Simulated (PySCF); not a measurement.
**InSe⁺ from Hartree–Fock to correlated methods**

State: ³Σ⁻ (triplet), unpaired electrons π ↑↑. Set-up: In def2-SVP with ECP28, Se def2-SVP; scalar-relativistic core potentials (PySCF 2.14). De refers to In⁺ + Se in their high-spin ground configurations, without counterpoise correction. The functionals are run spin-unrestricted. A positive dipole points towards Se; it is taken about the centre of mass and depends on that origin.

```json
{"Level": "UHF", "Re (Å)": "3.439", "ωe (cm⁻¹)": "71.4", "De (eV)": "0.400", "μ (D)": "-3.75"}
{"Level": "UHF-MP2", "Re (Å)": "3.273", "ωe (cm⁻¹)": "89.3", "De (eV)": "0.55", "μ (D)": "n/a"}
{"Level": "UHF-SCS-MP2", "Re (Å)": "3.304", "ωe (cm⁻¹)": "85.9", "De (eV)": "0.52", "μ (D)": "n/a"}
{"Level": "LDA", "Re (Å)": "3.096", "ωe (cm⁻¹)": "113", "De (eV)": "0.96", "μ (D)": "-1.58"}
{"Level": "PBE", "Re (Å)": "3.217", "ωe (cm⁻¹)": "98.3", "De (eV)": "0.76", "μ (D)": "-2.10"}
{"Level": "r²SCAN", "Re (Å)": "3.196", "ωe (cm⁻¹)": "100", "De (eV)": "0.69", "μ (D)": "-2.14"}
{"Level": "M06-L", "Re (Å)": "3.273", "ωe (cm⁻¹)": "94.4", "De (eV)": "0.66", "μ (D)": "-2.60"}
{"Level": "PBE0", "Re (Å)": "3.217", "ωe (cm⁻¹)": "97.3", "De (eV)": "0.67", "μ (D)": "-2.39"}
{"Level": "MN15", "Re (Å)": "3.217", "ωe (cm⁻¹)": "95.9", "De (eV)": "0.72", "μ (D)": "-2.43"}
```

The bond length runs from 3.096 Å (LDA) to 3.439 Å (UHF). De spans 0.40 eV (UHF, mean field) to 0.96 eV (LDA, local density).

Correlated steps freeze 13 core orbitals. Correlated levels converge slowly with the basis: in double zeta they bind strong bonds too weakly, by up to about 1 eV, and carry superposition errors of some tenths. These are scalar-relativistic numbers at best; spin–orbit coupling would shift them, the dissociation energy most. For an ion De counts to the pair picked by the measured ionisation energies or electron affinities, which need not be the lowest pair at this level. The state was picked by a PBE0 search and need not be the measured ground state.
